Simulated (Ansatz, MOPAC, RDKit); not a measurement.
Molecule: dimethyl(silylmethoxy)silane, C3H12OSi2, charge 0, multiplicity 1. SMILES: C[SiH](C)OC[SiH3]

Atoms: C1, Si2, C3, O4, C5, Si6, H7, H8, H9, H10, H11, H12, H13, H14, H15, H16, H17, H18. Bonds: C1-Si2, C1-H7, C1-H8, C1-H9, Si2-C3, Si2-O4, Si2-H10, C3-H11, C3-H12, C3-H13, O4-C5, C5-Si6, C5-H14, C5-H15, Si6-H16, Si6-H17, Si6-H18.

Bond lengths (Å) and angles (degrees) optimised at UFF with RDKit; AM1 with MOPAC; MNDO with MOPAC; HF/STO-3G with Ansatz (a first-principles code); HF/3-21G with Ansatz; HF/6-31G* with Ansatz, each started from the B3LYP-D3(BJ)/def2-TZVP structure (Ansatz) of the last column. A row stands for all coordinates that are equal there; 11 of 38 kinds are shown. 6-31G* holds six Cartesian d functions. No wavenumbers were computed at UFF, MNDO, HF/STO-3G, HF/3-21G, HF/6-31G*, so these may be saddle points.

```json
[
 {"coordinate": "C1-Si2", "UFF": "1.866", "AM1": "1.805", "MNDO": "1.809", "HF/STO-3G": "1.857", "HF/3-21G": "1.896", "HF/6-31G*": "1.875", "B3LYP-D3(BJ)/def2-TZVP": "1.862"},
 {"coordinate": "C1-H7", "UFF": "1.109", "AM1": "1.115", "MNDO": "1.107", "HF/STO-3G": "1.082", "HF/3-21G": "1.086", "HF/6-31G*": "1.087", "B3LYP-D3(BJ)/def2-TZVP": "1.092"},
 {"coordinate": "C1-H8", "UFF": "1.109", "AM1": "1.117", "MNDO": "1.107", "HF/STO-3G": "1.082", "HF/3-21G": "1.085", "HF/6-31G*": "1.086", "B3LYP-D3(BJ)/def2-TZVP": "1.091"},
 {"coordinate": "Si2-C3", "UFF": "1.868", "AM1": "1.807", "MNDO": "1.811", "HF/STO-3G": "1.861", "HF/3-21G": "1.905", "HF/6-31G*": "1.884", "B3LYP-D3(BJ)/def2-TZVP": "1.871"},
 {"coordinate": "Si2-O4", "UFF": "1.732", "AM1": "1.791", "MNDO": "1.675", "HF/STO-3G": "1.686", "HF/3-21G": "1.684", "HF/6-31G*": "1.653", "B3LYP-D3(BJ)/def2-TZVP": "1.657"},
 {"coordinate": "Si2-H10", "UFF": "1.472", "AM1": "1.461", "MNDO": "1.386", "HF/STO-3G": "1.426", "HF/3-21G": "1.495", "HF/6-31G*": "1.483", "B3LYP-D3(BJ)/def2-TZVP": "1.490"},
 {"coordinate": "C3-H12", "UFF": "1.109", "AM1": "1.115", "MNDO": "1.107", "HF/STO-3G": "1.082", "HF/3-21G": "1.087", "HF/6-31G*": "1.088", "B3LYP-D3(BJ)/def2-TZVP": "1.093"},
 {"coordinate": "O4-C5", "UFF": "1.406", "AM1": "1.395", "MNDO": "1.373", "HF/STO-3G": "1.432", "HF/3-21G": "1.449", "HF/6-31G*": "1.413", "B3LYP-D3(BJ)/def2-TZVP": "1.428"},
 {"coordinate": "C1-Si2-C3", "UFF": "109.1", "AM1": "113.7", "MNDO": "112.7", "HF/STO-3G": "110.8", "HF/3-21G": "110.3", "HF/6-31G*": "111.4", "B3LYP-D3(BJ)/def2-TZVP": "112.0"},
 {"coordinate": "C1-Si2-O4", "UFF": "109.1", "AM1": "105.6", "MNDO": "106.5", "HF/STO-3G": "106.2", "HF/3-21G": "107.7", "HF/6-31G*": "106.9", "B3LYP-D3(BJ)/def2-TZVP": "106.3"},
 {"coordinate": "C3-Si2-O4", "UFF": "109.7", "AM1": "110.4", "MNDO": "109.1", "HF/STO-3G": "111.4", "HF/3-21G": "111.6", "HF/6-31G*": "111.2", "B3LYP-D3(BJ)/def2-TZVP": "111.0"}
]
```

Mean signed difference of all 17 bond lengths from B3LYP-D3(BJ)/def2-TZVP: UFF 0.006 Å, AM1 0.002 Å, MNDO -0.028 Å, HF/STO-3G -0.017 Å, HF/3-21G 0.006 Å, HF/6-31G* -0.003 Å.
